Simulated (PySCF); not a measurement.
## Dipole moment and polarisability of `C#Cc1cnn[nH]1`

C4H3N3.
Geometry (GFN2-xTB, Å), atoms numbered from 1 in this order:
```xyz
10
C4H3N3 angstrom
C      2.529    0.332    0.103
C      1.341    0.161    0.051
C     -0.041   -0.046   -0.011
C     -0.809   -1.183   -0.220
N     -2.101   -0.824   -0.182
N     -2.194    0.431    0.031
N     -0.971    0.936    0.140
H      3.567    0.473    0.147
H     -0.499   -2.193   -0.388
H     -0.814    1.918    0.308
```

Level: wB97X-D/def2-SVPD (PySCF), static field, nuclei fixed, core orbitals frozen in the response. The polarisability tensor in these axes (au):

```
x   99.61  6.58  2.27
y    6.58 59.79  3.63
z    2.27  3.63 39.92
```

What are the eigenvalues, a third of the trace, and Δα (Δα² = ½Σ(αi − αj)² over the three pairs)?

Principal values 39.25, 59.26 and 100.80 au; mean 66.44 au = 9.85 Å³ = 10.95 × 10⁻⁴⁰ C²·m²/J; Δα = 54.38 au (82 % of the mean).

What is the dipole moment, and where does it point?

(3.87, 1.62, 0.34) D, 4.21 D in size, pointing from the negative to the positive side. Measured along this direction, the outermost atoms are N5 at the negative end and H8 at the positive end.

Sum over states: ᾱ = Σ f/ω², ω in Eh. What share falls to these 8 lowest TDDFT singlets (eV, f)? 5.24, 0.0027; 5.61, 0.2585; 5.98, 0.0003; 6.28, 0.0040; 6.72, 0.0244; 6.89, 0.0052; 7.18, 0.0044; 7.34, 0.0014.

They add up to 6.81 au, 10.2 % of the 66.44 au; the largest single term is 6.09 au, from the state at 5.61 eV. Terms in order: 0.07, 6.09, 0.01, 0.07, 0.40, 0.08, 0.06, 0.02 au. Higher excitations give the rest. The strengths listed sum to 0.301.

Along which axes do the principal values lie, and how far do the nuclei extend along each?

Largest value along (0.99, 0.16, 0.05), where the nuclei span 5.81 Å; middle along (-0.17, 0.97, 0.16), 4.16 Å; least along (-0.02, -0.17, 0.99), 0.00 Å. The response follows the extents in order.

Refractivity n − 1 of an ideal gas of it at 500 K and 1 atm, from the electronic α?

N = p/kT = 1.4678 × 10¹⁹ cm⁻³, so n − 1 = 2π × N × 9.85 × 10⁻²⁴ cm³ = 908 × 10⁻⁶ at long wavelengths.

Isolated species at its GFN2-xTB geometry, gas phase.

The pairwise dispersion term of wB97X-D wasn't added to the energies; at a given geometry it leaves orbitals and properties as they are.
